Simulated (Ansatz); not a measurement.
Born–Oppenheimer molecular dynamics of CH3AlO2 (7 atoms, charge 0, multiplicity 1). It starts at the highest image of a converged band, a first-order saddle point between two minima.

Method: RKS PBE/def2-mTZVP in Ansatz.

```
ensemble                      : NVE (velocity Verlet)
time step                     : 0.5 fs
steps asked                   : 200
starting velocities drawn for : 100 K
seed                          : 2787
```

First frame:

```xyz
7
Properties=species:S:1:pos:R:3
Al -0.685 -0.781 -0.276
H 0.013 -0.324 1.165
H -0.011 -2.053 -0.956
H -2.198 -0.313 -0.447
O 0.460 0.827 -0.851
C 0.900 1.053 0.265
O 1.522 1.591 1.100
```

Question: What does the run give?

Answer: All steps were run.

- steps done: 200
- time covered: 100 fs
- mean temperature over the second half: 244 K
- spread of the potential energy over the second half: 1.7 meV per atom
- mean potential energy of the second half above the start: -13.3 meV per atom

The conserved energy stayed within 0.011 meV per atom of its start (net change 0.0024 meV per atom), so the integration is sound. The kinetic energy rose, since the run started high on the potential surface and went downhill. It ends in pieces (AlH3 + CO2), so much of that is their flight and rotation, not heat. A run of 0.1 ps of so small a system gives no equilibrium averages. The orbitals stay closed-shell, which can raise the energy where a bond breaks towards radicals; this wasn't checked here.

Question: What happens to the structure?

Answer: Between its relaxed ends the band would form H2–C6 and break Al1–H2. These pairs go: H2–C6 1.87 → 2.92 Å, Al1–H2 1.66 → 1.61 Å. In the last frame they stand as before the step (other bonds may differ from the relaxed reactants and products). Also parted: Al1–O5 2.06 → 2.68 Å. It ends as AlH3 + CO2. Pairs count as bonded within 1.25 times the sum of covalent radii (0.12 Å more for H–H). The details hang on the random start.

Question: How do temperature and energy run in time?

Answer: 
```json
{"time (fs)": "0", "T (K)": "100", "potential energy less start (eV)": "0.000", "conserved less start (meV/atom)": "0.00"}
{"time (fs)": "5", "T (K)": "77", "potential energy less start (eV)": "0.015", "conserved less start (meV/atom)": "0.01"}
{"time (fs)": "10", "T (K)": "55", "potential energy less start (eV)": "0.029", "conserved less start (meV/atom)": "0.01"}
{"time (fs)": "15", "T (K)": "58", "potential energy less start (eV)": "0.027", "conserved less start (meV/atom)": "0.01"}
{"time (fs)": "20", "T (K)": "91", "potential energy less start (eV)": "0.006", "conserved less start (meV/atom)": "0.01"}
{"time (fs)": "25", "T (K)": "149", "potential energy less start (eV)": "-0.032", "conserved less start (meV/atom)": "0.01"}
{"time (fs)": "30", "T (K)": "209", "potential energy less start (eV)": "-0.071", "conserved less start (meV/atom)": "0.00"}
{"time (fs)": "35", "T (K)": "242", "potential energy less start (eV)": "-0.092", "conserved less start (meV/atom)": "0.00"}
{"time (fs)": "40", "T (K)": "241", "potential energy less start (eV)": "-0.091", "conserved less start (meV/atom)": "0.01"}
{"time (fs)": "45", "T (K)": "233", "potential energy less start (eV)": "-0.086", "conserved less start (meV/atom)": "0.00"}
{"time (fs)": "50", "T (K)": "229", "potential energy less start (eV)": "-0.083", "conserved less start (meV/atom)": "0.00"}
{"time (fs)": "55", "T (K)": "233", "potential energy less start (eV)": "-0.086", "conserved less start (meV/atom)": "0.01"}
{"time (fs)": "60", "T (K)": "242", "potential energy less start (eV)": "-0.092", "conserved less start (meV/atom)": "0.01"}
{"time (fs)": "65", "T (K)": "250", "potential energy less start (eV)": "-0.097", "conserved less start (meV/atom)": "0.00"}
{"time (fs)": "70", "T (K)": "249", "potential energy less start (eV)": "-0.096", "conserved less start (meV/atom)": "0.01"}
{"time (fs)": "75", "T (K)": "256", "potential energy less start (eV)": "-0.101", "conserved less start (meV/atom)": "0.01"}
{"time (fs)": "80", "T (K)": "272", "potential energy less start (eV)": "-0.111", "conserved less start (meV/atom)": "0.00"}
{"time (fs)": "85", "T (K)": "267", "potential energy less start (eV)": "-0.108", "conserved less start (meV/atom)": "0.00"}
{"time (fs)": "90", "T (K)": "242", "potential energy less start (eV)": "-0.092", "conserved less start (meV/atom)": "0.01"}
{"time (fs)": "95", "T (K)": "217", "potential energy less start (eV)": "-0.076", "conserved less start (meV/atom)": "0.01"}
{"time (fs)": "100", "T (K)": "199", "potential energy less start (eV)": "-0.064", "conserved less start (meV/atom)": "0.00"}
```

Time of the run: 2.7 min on 2 threads of Intel(R) Xeon(R) Platinum 8488C (Sapphire Rapids), with other jobs on the host, peak memory 0.18 GiB.
